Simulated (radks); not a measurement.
Effect of the nuclear size on the palladium ion Pd2+, [Kr] 4d8. All-electron calculation, Dirac Kohn-Sham, LDA (Slater exchange, Perdew-Wang correlation), spin-unpolarised, spherical densities, finite nucleus; open shells fill j = l - 1/2 first; Fermi nuclear charge, rms radius 4.5318 fm. Program: a radial shooting solver on a logarithmic mesh with Libxc functionals. The rms radius is varied about that value; shifts are against it.

[
 {"rms radius (fm)": "3.9064", "total energy shift (eV)": "-0.642", "density at nucleus (e/bohr^3)": "1.348e+05", "1s1/2 shift (meV)": "-271", "2s1/2 shift (meV)": "-30.0", "4s1/2 shift (meV)": "-1.06", "4p1/2 shift (meV)": "0.041", "5s1/2 (empty) shift (meV)": "-0.135"},
 {"rms radius (fm)": "4.346", "total energy shift (eV)": "-0.200", "density at nucleus (e/bohr^3)": "1.329e+05", "1s1/2 shift (meV)": "-84.1", "2s1/2 shift (meV)": "-9.32", "4s1/2 shift (meV)": "-0.328", "4p1/2 shift (meV)": "0.013", "5s1/2 (empty) shift (meV)": "-0.042"},
 {"rms radius (fm)": "4.5318", "total energy shift (eV)": "0", "density at nucleus (e/bohr^3)": "1.322e+05", "1s1/2 shift (meV)": "0.000", "2s1/2 shift (meV)": "0.000", "4s1/2 shift (meV)": "0.000", "4p1/2 shift (meV)": "0.000", "5s1/2 (empty) shift (meV)": "0.000"},
 {"rms radius (fm)": "4.8354", "total energy shift (eV)": "0.342", "density at nucleus (e/bohr^3)": "1.311e+05", "1s1/2 shift (meV)": "144", "2s1/2 shift (meV)": "16.0", "4s1/2 shift (meV)": "0.561", "4p1/2 shift (meV)": "-0.022", "5s1/2 (empty) shift (meV)": "0.072"},
 {"rms radius (fm)": "5.5696", "total energy shift (eV)": "1.25", "density at nucleus (e/bohr^3)": "1.287e+05", "1s1/2 shift (meV)": "526", "2s1/2 shift (meV)": "58.3", "4s1/2 shift (meV)": "2.05", "4p1/2 shift (meV)": "-0.080", "5s1/2 (empty) shift (meV)": "0.262"}
]

Slopes of the eigenvalues against <r^2> in GHz/fm^2, as finite differences over the two radii next to the reference (eigenvalue slopes, not the field-shift constants of lines): 1s1/2 12300, 2s1/2 1360, 4s1/2 47.8, 4p1/2 -1.87, 5s1/2 (empty) 6.12.
